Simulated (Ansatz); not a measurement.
Level of theory: frozen-core CCSD(T)/def2-TZVPP // TPSS-D3(BJ)/def2-SVP in Ansatz (a first-principles code).

Ansatz 0.2 input:
```yaml
crystal:
  periodic: [false, false, false]
  atoms:
    - { symbol: Zn, position_ang: [0.000002, -0.000005, -0.000001] }
    - { symbol: F, position_ang: [-1.669549, -0.468643, -0.079591] }
    - { symbol: F, position_ang: [1.669553, 0.468635, 0.079588] }
basis:
  gaussian: { orbitals: def2-TZVPP }
correlation:
  method: ccsd_t
```

Output:

```
Functional definition: HF
873 factors; integrals over basis functions are off by at most 9.6e-4 eV
mean field evaluation 1: about -53789.0048 eV, gradient 4.4e1 eV
mean field evaluation 2: about -53789.1817 eV, gradient 4.4e1 eV
mean field evaluation 4: about -53792.2335 eV, gradient 3.7e0 eV
mean field evaluation 8: about -53792.2672 eV, gradient 6.2e-1 eV
mean field evaluation 16: about -53789.0048 eV, gradient 4.4e1 eV
mean field -53792.26789581 eV, -1976.8293834622 hartree, gradient 2.8e-6 eV, S^2 0.000000; 0 other end points of the search recorded, 0 dependent functions left out
7 core orbitals not correlated
reference -53792.26789581 eV, -1976.8293834622 hartree; 17, 17 occupied and 102, 102 virtual orbitals, 873 factors
second order -36.30086633 eV of doubles, -0.00000000 eV of singles
cycle   1  -32.63336554 eV  change     3.7e0 eV  update   1.6e-1
cycle   2  -33.86426958 eV  change    -1.2e0 eV  update   7.1e-2
cycle   3  -34.06396398 eV  change   -2.0e-1 eV  update   2.6e-2
cycle   4  -34.02286029 eV  change    4.1e-2 eV  update   1.2e-2
cycle   5  -33.99478418 eV  change    2.8e-2 eV  update   3.9e-3
cycle   6  -34.00016461 eV  change   -5.4e-3 eV  update   1.6e-3
cycle   7  -34.00088998 eV  change   -7.3e-4 eV  update   6.4e-4
cycle   8  -34.00031949 eV  change    5.7e-4 eV  update   2.1e-4
cycle   9  -34.00052042 eV  change   -2.0e-4 eV  update   6.5e-5
cycle  10  -34.00061551 eV  change   -9.5e-5 eV  update   1.8e-5
cycle  11  -34.00056193 eV  change    5.4e-5 eV  update   6.9e-6
cycle  12  -34.00056003 eV  change    1.9e-6 eV  update   2.7e-6
perturbative correction -0.82509885 eV, -0.0303218235 hartree
Total energy: -53827.09355469 eV, -1978.1092028203 hartree
```

Cost: about 12 core-seconds (a rough figure).
